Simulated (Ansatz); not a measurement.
C₃H₉AlO, SMILES `[CH3][Al]([CH3])[CH2]O`, relaxed with RKS PBE0-D4/def2-TZVP in Ansatz from a PBE-D4/def2-SVP geometry. The force threshold is 0.005 eV/Å; the program also tests the step.

The species carries charge 0 and has multiplicity 1.

Start:

```xyz
14

C     1.825    0.497   -0.220
Al   -0.123    0.181   -0.155
C    -1.383    1.295   -1.185
C    -0.725   -1.338    0.998
O     0.249   -1.702    1.995
H     2.103    1.498   -0.610
H     2.294    0.375    0.781
H     2.310   -0.253   -0.886
H    -2.437    0.953   -1.125
H    -1.099    1.325   -2.260
H    -1.355    2.350   -0.833
H    -1.093   -2.230    0.424
H    -1.629   -1.005    1.559
H     1.063   -1.943    1.516
```

Q: By how much does the energy fall, and how many steps does the optimiser take? (Estimate.)

A: The calculation gave: 6.25 kJ/mol, in 20 steps, 1 of them rejected.

Q: Which bonds change most? (Best estimate.)

A: Computed: Al2–C4 from 2.000 to 1.979 Å; C4–H12 from 1.123 to 1.104 Å; C1–H8 from 1.115 to 1.097 Å; Al2–C3 from 1.972 to 1.955 Å.

Q: Give the relaxed structure. (An estimate is asked.)

A: Computed: 
```xyz
14

C     1.820    0.491   -0.196
Al   -0.114    0.183   -0.145
C    -1.374    1.271   -1.169
C    -0.737   -1.316    0.987
O     0.250   -1.893    1.848
H     2.092    1.386   -0.761
H     2.237    0.597    0.812
H     2.346   -0.353   -0.659
H    -2.402    0.903   -1.120
H    -1.086    1.323   -2.224
H    -1.378    2.304   -0.802
H    -1.215   -2.101    0.377
H    -1.543   -0.954    1.639
H     1.104   -1.842    1.414
```
